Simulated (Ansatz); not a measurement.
A run for Ansatz (a program for electronic structure): R-CCSD(T)/aug-cc-pV(T+d)Z on H7NSi (a complex), monomers drawn apart or pushed together. Files ending in .json are basis or fitting sets from the Basis Set Exchange.

Ansatz 0.2 input:
```yaml
crystal:
  periodic: [false, false, false]
  atoms:
    - {symbol: N, position_ang: [0.06952920, 0.16398241, -0.00728442]}
    - {symbol: H, position_ang: [-0.74419316, 0.64333838, 0.35970385]}
    - {symbol: H, position_ang: [0.03778779, -0.79277051, 0.32469213]}
    - {symbol: H, position_ang: [0.89048827, 0.60125531, 0.39447269]}
    - {symbol: Si, position_ang: [-0.02411628, 0.01085635, 4.18335596]}
    - {symbol: H, position_ang: [1.21107869, 0.69854199, 3.74569826]}
    - {symbol: H, position_ang: [-0.05750710, -0.04327162, 5.66269919]}
    - {symbol: H, position_ang: [-0.04394029, -1.36626045, 3.64174519]}
    - {symbol: H, position_ang: [-1.20638792, 0.75378461, 3.69296267]}
basis:
  gaussian:
    orbitals: aug-cc-pV_T+d_Z.json
magnetization: {spin_polarized: false}
correlation: {method: ccsd_t, electrons: outside_noble_gas}
scf: {lower_state_search: off}
```

It printed:

```
WARN ansatz: RAYON_NUM_THREADS=1 ignored (pool sized by the plan → 1); use --threads N
Functional definition: HF
these checks for a lower state are left out or cut short: stability, starts, cluster_reference, orbital_swaps, neighbouring_geometries, increment
integrals: 1.81 GiB planned
1455 factors; integrals over basis functions are off by at most 1.5e-3 eV
mean field: 0.77 GiB planned
mean field evaluation 1: about -9452.8257 eV, gradient 3.4e1 eV
mean field evaluation 2: about -9452.8261 eV, gradient 3.4e1 eV
mean field evaluation 4: about -9455.4843 eV, gradient 2.6e0 eV
mean field evaluation 8: about -9455.5217 eV, gradient 7.8e-2 eV
mean field -9455.52175183 eV, -347.4840151969 hartree, gradient 9.4e-7 eV, S^2 0.000000; 0 other end points of the search recorded, 0 dependent functions left out
6 core orbitals not correlated
reference -9455.52175183 eV, -347.4840151969 hartree; 8, 8 occupied and 248, 248 virtual orbitals, 1455 factors
second order -10.53026709 eV of doubles, -0.00000000 eV of singles
coupled cluster: 2.16 GiB planned
cycle   1  -11.26560325 eV  change   -7.4e-1 eV  update   6.9e-2
cycle   2  -11.61349259 eV  change   -3.5e-1 eV  update   2.2e-2
cycle   3  -11.64889526 eV  change   -3.5e-2 eV  update   7.9e-3
cycle   4  -11.64503022 eV  change    3.9e-3 eV  update   2.4e-3
cycle   5  -11.64487088 eV  change    1.6e-4 eV  update   9.1e-4
cycle   6  -11.64477546 eV  change    9.5e-5 eV  update   2.5e-4
cycle   7  -11.64469600 eV  change    7.9e-5 eV  update   8.3e-5
cycle   8  -11.64468859 eV  change    7.4e-6 eV  update   3.4e-5
cycle   9  -11.64469216 eV  change   -3.6e-6 eV  update   1.5e-5
perturbative correction -0.34152661 eV, -0.0125508714 hartree
Total energy: -9467.50797060 eV, -347.9245006122 hartree
Checks for a lower state left out: stability, starts, cluster_reference, orbital_swaps, neighbouring_geometries, increment
```

Self-consistency was reached.

Cost: roughly 5 core-minutes.
